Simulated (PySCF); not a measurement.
SbHF2, SMILES [F][SbH][F]. Heavy atoms are numbered as in [SbH:1]([F:3])[F:4]. Hydrogens are named by the atom that carries them.

Geometry optimised at B3LYP-D3(BJ)/def2-TZVP. The def2 effective core potentials stand for the cores of Sb; spin–orbit coupling is left out.

Level of theory: PySCF with PBE/def2-TZVPD.

Mulliken values depend strongly on the basis, most of all with diffuse functions as here. ESP charges are fitted to the potential on shells at 1.4 to 2.0 van der Waals radii. Atomic charges (e), one atom of each kind:

| atom | Mulliken | ESP fit |
|---|---|---|
| Sb1 (SbH) | 0.97 | 0.54 |
| H on Sb1 | -0.01 | -0.03 |
| F3 | -0.48 | -0.26 |
